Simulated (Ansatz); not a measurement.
`F[SiH2][NH][GeH3]` → `N[SiH2]F` + `[GeH2]` at 600 K and 1 bar (germylene loss).

Gas-phase electronic energies from Ansatz, PBE0-D4/def2-TZVP geometries. CBS: MP2 limit from def2 TZ/QZ plus the TZ coupled-cluster correction, frozen cores. For Ge outer-core shells are correlated without core-valence functions, which leaves a few kJ/mol of doubt a bond. Scalar relativity is left out up to krypton. One conformer a species, not always the lowest.

```
            species  CCSD(T)/CBS energy (Eh)  H − E (kJ/mol)  S (J/(mol·K))
`F[SiH2][NH][GeH3]`              -2523.39267           219.3          446.4
         `N[SiH2]F`               -446.07709           163.0          343.3
           `[GeH2]`              -2077.24753            50.4          247.2
```

H − E and S are ideal-gas, rigid-rotor, harmonic terms from PBE0-D4/def2-TZVP, for one conformer and one mirror image of each species. 1 Eh = 2625.50 kJ/mol, R = 8.31446 J/(mol·K).

Q: By hand: ΔE, ΔH, ΔS and ΔG.

A: ΔE = (-446.07709) + (-2077.24753) − (-2523.39267) = 0.06805 Eh = 178.7 kJ/mol. Δ(H − E) = 163.0 + 50.4 − 219.3 = -5.9, so ΔH = 172.8 kJ/mol. ΔS = 343.3 + 247.2 − 446.4 = 144.1 J/(mol·K). ΔG = 172.8 − 600 × (144.1)/1000 = 86.3 kJ/mol.

Q: By hand: the equilibrium constant, and the temperature at which ΔG would vanish if ΔH and ΔS stayed fixed.

A: log₁₀ K = −ΔG/(RT ln 10) = -7.5. ΔG = 0 at ΔH/ΔS = 1199 K.

The number of gas molecules changes by +1, which sets the sign of ΔS. A doubt of 5 kJ/mol in ΔE shifts log₁₀ K by 0.4 here. Other conformers and mirror images would add mixing entropy, several J/(mol·K) or more a flexible species. Modes under 60 cm⁻¹, often nearly free rotors, make the harmonic entropy too high. These are equilibria of isolated gas molecules and say nothing of rates. Largest T1 diagnostic: 0.012 (customary marks: 0.02 for closed shells, 0.045 for open ones).
